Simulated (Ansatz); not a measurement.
manganese atom (Mn), sextet; Ansatz (a quantum-chemistry and plane-wave program) with PBE/def2-TZVPP.

The Ansatz input:
Ansatz 0.2 input:
```yaml
crystal:
  periodic: [false, false, false]
  atoms:
    - {symbol: Mn, position_ang: [0.00000000, 0.00000000, 0.00000000]}
basis:
  gaussian:
    orbitals: def2-TZVPP
hamiltonian:
  xc: pbe
magnetization: {spin_polarized: true, initial_magnetization: 5}
```

The log (banner, timings and long lists left out):

```
Functional definition: PBE
457 factors; their error is unknown
mean field evaluation 1: about -31304.7501 eV, gradient 5.5e1 eV
mean field evaluation 2: about -31132.3176 eV, gradient 1.9e2 eV
mean field evaluation 4: about -31307.4021 eV, gradient 4.2e1 eV
mean field evaluation 8: about -31312.7911 eV, gradient 1.6e-1 eV
mean field evaluation 16: about -31312.7686 eV, gradient 4.0e-1 eV
mean field evaluation 32: about -31304.7501 eV, gradient 5.5e1 eV
mean field evaluation 64: about -31312.7888 eV, gradient 1.2e-2 eV
mean field evaluation 96: about -31312.7218 eV, gradient 4.2e0 eV
mean field evaluation 128: about -31312.7888 eV, gradient 7.0e-4 eV
mean field evaluation 160: about -31312.7887 eV, gradient 3.7e-2 eV
mean field -31312.78877673 eV, -1150.7237629744 hartree, gradient 6.5e-6 eV, S^2 8.761574; 5 other end points of the search recorded, 0 dependent functions left out
reference -31312.78880291 eV, -1150.7237639362 hartree; 15, 10 occupied and 49, 54 virtual orbitals, 457 factors
Total energy: -31312.78880291 eV, -1150.7237639362 hartree
```
